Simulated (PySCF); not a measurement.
# Atomic charges by several schemes

Compound: CH6O2SSi.
Cartesian coordinates in Å at the GFN2-xTB level; atoms count from 1:
```
atom  x, y, z in Å
C1     1.943   -0.036    0.246
S2     0.521    0.925    0.844
Si3   -0.978    0.181   -0.507
O4    -1.030   -1.432   -0.500
O5    -2.414    0.748   -0.018
H6     1.681   -1.088    0.216
H7     2.222    0.311   -0.744
H8     2.758    0.130    0.943
H9    -0.627    0.517   -1.872
H10   -1.559   -1.905    0.139
H11   -2.510    1.652    0.268
```

Density: PBE0/pcSseg-1 (PySCF); schemes: Mulliken, IAO, Hirshfeld and ESP-fitted. Geometry: GFN2-xTB, one conformer, isolated molecule.

At which atom do the 4 schemes differ most?

At Si3: from +0.430 (Hirshfeld) to +1.264 e (IAO), 0.834 e apart.

Which atoms carry the lowest charge in the Mulliken, IAO, Hirshfeld and ESP-fitted schemes?

All schemes pick atoms of one kind: Mulliken O5 (-0.546); IAO O4 (-0.793); Hirshfeld O5 (-0.306); ESP-fitted O5 (-0.653).

Do the Mulliken, IAO, Hirshfeld and ESP-fitted schemes agree on where the charge is highest?

All schemes agree: Mulliken Si3 (+1.019); IAO Si3 (+1.264); Hirshfeld Si3 (+0.430); ESP-fitted Si3 (+0.706).

What partial charge does each atom carry?

In e:

```tsv
atom	environment	Mulliken	IAO	Hirshfeld	ESP-fitted
C1	S-methyl carbon	-0.400	-0.497	-0.115	-0.278
S2	sulfur bonded to C and Si	-0.368	-0.244	-0.135	-0.360
Si3	oxygen-bound silicon	+1.019	+1.264	+0.430	+0.706
O4	silanol oxygen	-0.545	-0.793	-0.301	-0.628
O5	silanol oxygen	-0.546	-0.791	-0.306	-0.653
H6	methyl hydrogen	+0.157	+0.162	+0.045	+0.115
H7	methyl hydrogen	+0.152	+0.156	+0.046	+0.120
H8	methyl hydrogen	+0.161	+0.171	+0.053	+0.175
H9	Si–H hydrogen	-0.138	-0.177	-0.084	-0.087
H10	hydroxyl hydrogen	+0.254	+0.373	+0.185	+0.445
H11	hydroxyl hydrogen	+0.254	+0.377	+0.184	+0.445
```

Mean size of the charges over all atoms: IAO 0.455 e, ESP-fitted 0.365 e, Mulliken 0.363 e, Hirshfeld 0.171 e. Each set sums to the total charge, 0, to within 0.001 e. The ESP scheme fits charges at the nuclei, held to the total charge, to the electrostatic potential on points at 1.4 to 2.0 times the van der Waals radii. The Mulliken scheme counts on each atom the diagonal of the density matrix times the overlap matrix over that atom's basis functions.

How closely do the schemes follow one another over all atoms?

Correlation coefficient and root-mean-square difference: Mulliken with IAO 0.99, 0.147 e; IAO with Hirshfeld 0.99, 0.363 e; Hirshfeld with ESP-fitted 0.98, 0.222 e; Mulliken with Hirshfeld 0.97, 0.243 e; IAO with ESP-fitted 0.96, 0.200 e; Mulliken with ESP-fitted 0.95, 0.138 e.

How many electrons does the Mulliken scheme count on O5?

Z − q = 8 − (-0.546) = 8.546.
